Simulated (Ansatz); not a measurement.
Ansatz (an electronic-structure program) input (r2SCANh/def2-TZVPD):

Ansatz 0.2 input:
```yaml
crystal:
  periodic: [false, false, false]
  atoms:
    - {symbol: C, position_ang: [0.52341134, 1.59622007, 1.50921582]}
    - {symbol: Si, position_ang: [0.30668679, -0.10274432, 0.76678084]}
    - {symbol: C, position_ang: [-0.93038876, -1.11887018, 1.72688060]}
    - {symbol: C, position_ang: [1.93972300, -0.99084088, 0.59608673]}
    - {symbol: Br, position_ang: [-0.52806734, 0.17690987, -1.32027832]}
    - {symbol: H, position_ang: [-0.42952180, 2.12478231, 1.56197120]}
    - {symbol: H, position_ang: [0.92624939, 1.51647992, 2.52264644]}
    - {symbol: H, position_ang: [1.21258984, 2.19803326, 0.91499647]}
    - {symbol: H, position_ang: [-1.89498475, -0.61208926, 1.78138216]}
    - {symbol: H, position_ang: [-1.08465329, -2.09225563, 1.25894260]}
    - {symbol: H, position_ang: [-0.57286265, -1.28323407, 2.74709538]}
    - {symbol: H, position_ang: [2.38670454, -1.15121436, 1.58105701]}
    - {symbol: H, position_ang: [1.80848342, -1.96319924, 0.11907714]}
    - {symbol: H, position_ang: [2.64026360, -0.40978191, -0.00545803]}
basis:
  gaussian:
    orbitals: def2-TZVPD
hamiltonian:
  xc: {name: r2SCANh}
output: {forces: true}
```

End of the output:

```
integrals: 0.33 GiB planned
1693 factors; their error is unknown
0.51 GiB of the device are held for the grids
1.91 GiB of device memory are held for the factors and their scratch space
mean field: 2.09 GiB planned
mean field evaluation 1: about -81167.2763 eV, gradient 8.3e1 eV
mean field evaluation 2: about -81160.4145 eV, gradient 9.1e1 eV
mean field evaluation 4: about -81182.6222 eV, gradient 5.4e0 eV
mean field evaluation 8: about -81182.6890 eV, gradient 8.0e-2 eV
mean field evaluation 16: about -81182.7791 eV, gradient 2.4e-4 eV
mean field -81182.77912698 eV, -2983.4121052526 hartree, gradient 3.3e-5 eV, S^2 0.000000; 0 other end points of the search recorded, 0 dependent functions left out
the calculation of the forces begins
reference -81182.77914693 eV, -2983.4121059856 hartree; 38, 38 occupied and 254, 254 virtual orbitals, 1693 factors
Total energy: -81182.77914693 eV, -2983.4121059856 hartree
Atom 0 at     0.523411     1.596220     1.509216 Å, force    -0.013803    -0.093041    -0.045568 eV/Å
Atom 1 at     0.306687    -0.102744     0.766781 Å, force    -0.017438     0.005876    -0.043595 eV/Å
Atom 2 at    -0.930389    -1.118870     1.726881 Å, force     0.066125     0.056426    -0.057301 eV/Å
Atom 3 at     1.939723    -0.990841     0.596087 Å, force    -0.091526     0.049393     0.004812 eV/Å
Atom 4 at    -0.528067     0.176910    -1.320278 Å, force     0.065565    -0.021929     0.163930 eV/Å
Atom 5 at    -0.429522     2.124782     1.561971 Å, force     0.019689    -0.009613    -0.000135 eV/Å
Atom 6 at     0.926249     1.516480     2.522646 Å, force    -0.009098     0.002201    -0.022843 eV/Å
Atom 7 at     1.212590     2.198033     0.914996 Å, force    -0.013690    -0.011102     0.013016 eV/Å
Atom 8 at    -1.894985    -0.612089     1.781382 Å, force     0.018999    -0.010954    -0.000064 eV/Å
Atom 9 at    -1.084653    -2.092256     1.258943 Å, force     0.002555     0.019072     0.010560 eV/Å
Atom 10 at    -0.572863    -1.283234     2.747095 Å, force    -0.008428     0.003492    -0.022972 eV/Å
Atom 11 at     2.386705    -1.151214     1.581057 Å, force    -0.009773     0.003432    -0.022442 eV/Å
Atom 12 at     1.808483    -1.963199     0.119077 Å, force     0.003860     0.019131     0.010046 eV/Å
Atom 13 at     2.640264    -0.409782    -0.005458 Å, force    -0.013036    -0.012383     0.012557 eV/Å
Dipole moment:     0.193758    -0.064909     0.484436 e Å
```
